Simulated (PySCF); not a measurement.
SMILES CC(C)c1ccccc1C#N (GFN2-xTB optimised geometry):

```
22

C     -1.215    -2.291    -1.266
C     -1.476    -1.469    -0.001
C     -1.211    -2.299     1.258
C     -0.662    -0.200     0.000
C     -1.305     1.032    -0.001
C     -0.599     2.222    -0.001
C      0.787     2.209     0.000
C      1.454     1.001     0.000
C      0.740    -0.200     0.000
C      1.512    -1.384    -0.001
N      2.206    -2.299    -0.002
H     -1.877    -3.154    -1.290
H     -0.189    -2.647    -1.293
H     -1.398    -1.690    -2.155
H     -2.534    -1.181     0.002
H     -1.391    -1.703     2.151
H     -1.873    -3.161     1.278
H     -0.184    -2.655     1.279
H     -2.385     1.057    -0.001
H     -1.131     3.161    -0.002
H      1.343     3.134    -0.001
H      2.534     0.968     0.000
```

Computed with PBE0/def2-SVP run with PySCF 2.14.0.

What are the frontier orbital energies and the dipole moment?

HOMO-2 -9.05 eV, HOMO-1 -7.77 eV, HOMO -7.54 eV, LUMO -1.40 eV, LUMO+1 -0.55 eV; dipole moment 4.03 D.

Meta-Löwdin charges at PBE0/def2-SVP: C1 -0.30, C2 -0.05, C3 -0.30, C4 0.04, C5 -0.11, C6 -0.09, C7 -0.11, C8 -0.08, C9 -0.05, C10 0.10, N11 -0.22, H12 0.10, H13 0.11, H14 0.10, H15 0.09, H16 0.10, H17 0.10, H18 0.11, H19 0.11, H20 0.11, H21 0.12, H22 0.12.
